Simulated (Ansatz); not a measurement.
Start from `F[CH]([SiH3])[AlH][SiH3]` and change one atom or group to get `[F][AlH][CH](F)[SiH3]`.

Ansatz, PBE0-D4/def2-TZVP geometries, multiplicity 1. Each molecule was computed in one conformer, which needn't be the lowest.

| property | `F[CH]([SiH3])[AlH][SiH3]` |
| --- | --- |
| HOMO–LUMO gap (PBE0/def2-TZVPP) / eV | 5.37 |
| HOMO–LUMO gap (ωB97M-V/def2-TZVPP) / eV | 9.07 |
| HOMO energy (PBE/def2-TZVPP) / eV | -6.21 |
| LUMO energy (ωB97M-V/def2-TZVPP) / eV | -0.43 |
| LUMO energy (B3LYP/def2-TZVPP) / eV | -2.24 |
| LUMO energy (PBE/def2-TZVPP) / eV | -2.81 |

Q: Give the same properties after the change, and the shifts. (An estimate is asked.)

A: Ansatz gave: 
```
                               property  `[F][AlH][CH](F)[SiH3]`  shift
   HOMO–LUMO gap (PBE0/def2-TZVPP) / eV                     6.73   1.36
HOMO–LUMO gap (ωB97M-V/def2-TZVPP) / eV                    10.53   1.46
      HOMO energy (PBE/def2-TZVPP) / eV                    -6.62  -0.41
  LUMO energy (ωB97M-V/def2-TZVPP) / eV                     0.33   0.76
    LUMO energy (B3LYP/def2-TZVPP) / eV                    -1.50   0.74
      LUMO energy (PBE/def2-TZVPP) / eV                    -2.03   0.78
```

With PBE0 the HOMO falls by 0.56 eV and the LUMO rises by 0.80 eV, so the gap widens by about 1.36 eV. PBE moves the HOMO by -0.41 eV and ωB97M-V by -0.70 eV.

B3LYP here is the variant with VWN-RPA as its local correlation; programs differ in this.
